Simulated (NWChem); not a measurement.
System: Si2NH5O; SMILES N1[SiH2]O[SiH2]1

Input file for NWChem:

```
start job
memory heap 200 mb stack 900 mb global 1100 mb
geometry units angstroms
  N      0.000000     0.000000     1.203085
  Si     1.245334     0.000000    -0.040407
  O      0.000000     0.000000    -1.215764
  Si    -1.245334     0.000000    -0.040407
  H      0.000000     0.000000     2.221991
  H      2.118904     1.222145    -0.113798
  H      2.118904    -1.222145    -0.113798
  H     -2.118904    -1.222145    -0.113798
  H     -2.118904     1.222145    -0.113798
end
basis spherical
  * library 3-21g
end
dft
  xc hfexch
  iterations 150
end
driver
  maxiter 120
end
task dft optimize
task dft freq
```

The level has its own optimisation; frequencies are unscaled.

### Question
Give the results of this calculation. (Hartree-Fock/3-21G.) Quantities: r N–Si (Å); r H–N (Å); r O–Si (Å); r Si–Si (Å); highest harmonic frequency (cm⁻¹); lowest (cm⁻¹); zero-point energy (kcal/mol); dipole (D).

### Answer
```yaml
r N–Si (Å): 1.773
r H–N (Å): 0.997
r O–Si (Å): 1.712
r Si–Si (Å): 2.577
highest harmonic frequency (cm⁻¹): 3844
lowest (cm⁻¹): 250
zero-point energy (kcal/mol): 37.4
dipole (D): 2.52
```
